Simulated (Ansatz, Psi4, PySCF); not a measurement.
CH₃AlF₂ (SMILES [CH3][Al]([F])[F]), singlet, at a GFN2-xTB geometry (such geometries of metal compounds can be far from the true shape), atoms displaced at random by about 0.03 Å a coordinate. Base run: HF/6-31G, gradient (PySCF).

The PySCF input:
```python
from pyscf import gto, scf

mol = gto.M(
    atom='''
Al    0.066075    0.076298    0.043659
C    -1.562802   -1.131544   -0.088060
H    -1.262685   -2.030340   -0.705532
H    -2.384279   -0.598381   -0.453023
H    -1.791572   -1.575743    0.880129
F     0.032581    1.651822   -0.484396
F     1.524754   -0.432068    0.577296
''',
    basis='6-31g',
    charge=0,
    spin=0,
    verbose=4,
)

mf = scf.RHF(mol)
mf.kernel()
g = mf.nuc_grad_method()
grad = g.kernel()
```

Programs used: Ansatz (an electronic-structure program), Psi4, PySCF; a row that names a program was run with it.

The coordinate followed is x of atom 3.

Variants of this job, named by their change:

```csv
change,dE/dx (Eh/bohr),net force (Eh/bohr)
base,0.013394,0.000000
code = psi4,0.013396,0.000000
finite difference step (bohr) = 0.01; conv_tol = 1e-11,0.013394,-
density fitting = on,0.013399,0.000000
finite difference step (bohr) = 0.05; conv_tol = 1e-11,0.013411,-
conv_tol = 1e-6,0.013394,0.000000
density fitting = on; auxbasis_response = off,0.013395,0.000469
finite difference step (bohr) = 1e-5; conv_tol = 1e-11,0.013394,-
finite difference step (bohr) = 1e-3; conv_tol = 1e-11,0.013394,-
finite difference step (bohr) = 0.2; conv_tol = 1e-11,0.013664,-
conv_tol = 1e-4,0.013402,0.000000
code = ansatz,0.013394,0.000000
```

The net force is zero for an exact gradient.
